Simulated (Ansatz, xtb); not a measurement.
## C4H8GeS: which of two isomers lies lower

Structure X: `S/C=C\C=[CH]\[GeH3]`, a singlet. Structure Y: `C=C/C=[C](\S)[GeH3]`, a singlet. Both are isolated molecules in the gas phase, relaxed with PBE0-D3(BJ)/def2-SVP; the shapes shown needn't be the lowest conformers.

X (Å):

```xyz
14

C    -1.1894   -1.6648   -2.1579
C    -0.4587   -0.5578   -1.9140
C    -0.7673    0.4497   -0.9210
C    -0.0221    1.5475   -0.6837
Ge   -0.4731    2.8678    0.6536
S    -2.6584   -2.0936   -1.3006
H    -2.9076   -3.2207   -1.9953
H    -0.8708   -2.3662   -2.9326
H     0.4427   -0.4095   -2.5172
H    -1.6795    0.2871   -0.3306
H     0.8866    1.6958   -1.2816
H     0.6499    2.9890    1.7036
H    -1.7788    2.4371    1.3469
H    -0.6668    4.2559    0.0101
```

Y (Å):

```csv
atom,x (Å),y (Å),z (Å)
C,-2.9951,-0.9876,-2.3168
C,-1.7627,-0.8158,-1.8149
C,-1.3519,0.3547,-1.0642
C,-0.1059,0.6146,-0.6022
Ge,0.2867,2.2564,0.3633
S,1.2547,-0.4438,-0.9911
H,-3.7696,-0.2234,-2.1971
H,-3.2676,-1.8933,-2.8631
H,-1.0099,-1.5998,-1.9589
H,-2.1350,1.0930,-0.8535
H,2.0181,-0.1258,0.0772
H,1.0868,1.8976,1.6321
H,1.1499,3.1899,-0.5041
H,-1.0358,2.9452,0.7415
```

Quicker runs give these differences E(Y) − E(X): GFN2-xTB −0.031 eV; HF/STO-3G +0.120 eV (at GFN2-xTB geometries); r2SCAN-D4/def2-SVP −0.005 eV (at GFN2-xTB geometries).

Q: Which of the two would you expect CCSD(T)/def2-SVP + ΔMP2/def2-TZVPP electronic energies to favour?

A: CCSD(T)/def2-SVP + ΔMP2/def2-TZVPP gives E(Y) − E(X) = −0.051 eV, slightly favouring structure Y, which is too small a margin to settle the true order.

How the difference moves with the method:

```csv
level,geometry,E(Y) − E(X) (eV),departure from the last row (eV),"job, with rough time for the two"
GFN2-xTB,GFN2-xTB,−0.031,+0.020,"optimisation, 1.5 s"
HF/STO-3G,GFN2-xTB,+0.120,+0.171,"single point, 2.4 s"
r2SCAN-D4/def2-SVP,GFN2-xTB,−0.005,+0.046,"single point, 13 s"
PBE0-D3(BJ)/def2-SVP,PBE0-D3(BJ)/def2-SVP,−0.015,+0.036,"optimisation, 4.9 min"
HF/def2-SVP,PBE0-D3(BJ)/def2-SVP,+0.023,+0.074,part of the CCSD(T) run
MP2/def2-SVP,PBE0-D3(BJ)/def2-SVP,−0.056,−0.005,part of the CCSD(T) run
CCSD(T)/def2-SVP,PBE0-D3(BJ)/def2-SVP,−0.045,+0.006,single point
CCSD(T)/def2-SVP + ΔMP2/def2-TZVPP,PBE0-D3(BJ)/def2-SVP,−0.051,,"single point, 4.5 min"
```

As drawn, both hold the same kinds of bond in the same numbers.

HF/STO-3G, HF/def2-SVP put the two in the other order. r2SCAN-D4/def2-SVP, PBE0-D3(BJ)/def2-SVP find them nearly level. The largest departure from CCSD(T)/def2-SVP + ΔMP2/def2-TZVPP is that of HF/STO-3G, 0.171 eV. The last row adds to CCSD(T) the change of the MP2 difference between the two basis sets, here −0.006 eV.

With thermal terms from frequencies at re-optimised GFN2-xTB minima (ideal gas, soft modes damped towards free rotors, one conformer each, 298.15 K, 1 atm): the zero-point term adds −0.005 eV; ΔH is −0.054 and ΔG −0.045 eV.

The correlated steps freeze 18 core orbitals; the filled d shell of Ge is correlated, in a basis made for valence electrons. Codes used: Ansatz 0.2.0, xtb 6.7.1; the last row on 2 threads of Intel(R) Xeon(R) Processor @ 2.50GHz (Skylake/Cascade Lake) on a shared host.
